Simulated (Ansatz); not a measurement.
H3Br2O (charge +1), closed shell: a pair in one relaxed arrangement.

Input (in.yaml):

```yaml
crystal:
  periodic: [false, false, false]
  atoms:
    - {symbol: O, position_ang: [0.236421, -0.012793, -1.067182]}
    - {symbol: H, position_ang: [-0.364322, 0.415954, -1.701435]}
    - {symbol: H, position_ang: [0.660726, -0.800203, -1.450525]}
    - {symbol: H, position_ang: [-0.203545, -0.190697, -0.131843]}
    - {symbol: Br, position_ang: [0.592982, 1.007614, 2.647193]}
    - {symbol: Br, position_ang: [-0.922260, -0.419875, 1.703891]}
basis:
  gaussian: {orbitals: def2-SVP}
total_charge: 1
correlation: {method: ccsd_t}
```

Command:

```bash
ansatz run in.yaml --threads 4 --pin off --events-out ev --progress --plain --max-ram 9574MiB
```

Output of Ansatz 0.2.0:

```
Functional definition: HF
  name "HF"
  cite "Fock, Z. Phys. 61, 126 (1930) doi:10.1007/BF01340294"
  parent pbe
  exchange = exact_x
  correlation = 0
891 factors; integrals over basis functions are off by at most 9.9e-4 eV
mean field evaluation 1: about -142053.1455 eV, gradient 3.5e1 eV
mean field evaluation 2: about -142053.3081 eV, gradient 3.5e1 eV
mean field evaluation 4: about -142055.4653 eV, gradient 2.1e0 eV
mean field evaluation 8: about -142055.4833 eV, gradient 1.3e-1 eV
mean field evaluation 16: about -142054.7214 eV, gradient 1.9e1 eV
mean field -142055.48336494 eV, -5220.4427249967 hartree, gradient 2.1e-6 eV, S^2 0.000000; 0 other end points of the search recorded, 0 dependent functions left out
19 core orbitals not correlated: weight in the atoms' cores, before any rotation towards them, 1.000 or more for the frozen orbitals, at most 0.000 for the correlated occupied ones
reference -142055.48336494 eV, -5220.4427249967 hartree; 21, 21 occupied and 53, 53 virtual orbitals, 891 factors
second order -18.25937010 eV of doubles, -0.00000000 eV of singles
cycle   1  -18.27821153 eV  change   -1.9e-2 eV  update   6.8e-2
cycle   2  -18.65279263 eV  change   -3.7e-1 eV  update   2.1e-2
cycle   3  -18.68081784 eV  change   -2.8e-2 eV  update   7.6e-3
cycle   4  -18.67733113 eV  change    3.5e-3 eV  update   1.8e-3
cycle   5  -18.67861038 eV  change   -1.3e-3 eV  update   7.2e-4
cycle   6  -18.67846340 eV  change    1.5e-4 eV  update   2.9e-4
cycle   7  -18.67827364 eV  change    1.9e-4 eV  update   1.1e-4
cycle   8  -18.67830309 eV  change   -2.9e-5 eV  update   5.7e-5
cycle   9  -18.67831915 eV  change   -1.6e-5 eV  update   2.8e-5
perturbative correction -0.39336549 eV, -0.0144559150 hartree
Total energy: -142074.55504958 eV, -5221.1435964799 hartree
```

The run took about 1.6 s on 4 CPU threads of an AMD EPYC 9R45 (shared host).
